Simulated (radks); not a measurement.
Task: Successive ionisation energies (eV) of one element, from differences of total energies of ions in their ground configurations, starting at charge 0: 10.861, 24.156, 48.194, 63.884, 399.51, 481.03. Calculated with a radial shooting solver on a logarithmic mesh with Libxc functionals: Dirac Kohn-Sham, PBE, spin-unpolarised, spherical densities, point nucleus; open shells are shared between the two j in proportion to 2j + 1. Which element is it?

Result: Carbon (Z = 6). The first species listed is C in [He] 2s2 2p2, the last C5+ in 1s1.
